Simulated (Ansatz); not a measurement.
Ideal-gas functions of `B1C[Se]1` at 800 K and 1 bar, from an Ansatz frequency run at PBE0-D4/def2-TZVP.

Molar mass 104.81 g/mol, point group Cs (symmetry number 1), electronic degeneracy 1, moments of inertia 21.228, 68.616, 86.516 u Å². Harmonic wavenumbers (cm⁻¹, unscaled): 496, 623, 667, 853, 860, 904, 948, 1125, 1432, 2747, 3126, 3204.

Use S(trans) = R[1.5 ln M + 2.5 ln T − 1.1517]; rotational temperatures θ = 24.2544 K / I; S(rot) = R[ln(√π/σ · √(T³/θAθBθC)) + 1.5]; for each mode x = 1.438777 ν̃/T, S = R[x/(eˣ − 1) − ln(1 − e⁻ˣ)] and H = RT x/(eˣ − 1); 1 cm⁻¹ = 0.0119627 kJ/mol; R = 8.31446 J/(mol·K).

Problem. By hand: the entropy, in J/(mol·K).

Solution. Translation 187.4. Rotation: θ = 1.1426, 0.3535, 0.2803 K, giving 109.7. Vibration, mode by mode: 9.53, 7.79, 7.28, 5.53, 5.47, 5.13, 4.82, 3.74, 2.42, 0.36, 0.20, 0.18, in all 52.5. Electronic 0.0. Sum 349.6 J/(mol·K).

Problem. By hand: H − E and G − E in kJ/mol, counted from the electronic energy.

Solution. Zero-point energy ½ × 16985 × 0.0119627 = 101.6; thermal vibration 25.9; translation, rotation and pV give 4 RT = 26.6. H − E = 154.1 kJ/mol, and G − E = 154.1 − 800 × 349.6/1000 = -125.6 kJ/mol.

Vibration gives 15 % of the entropy.
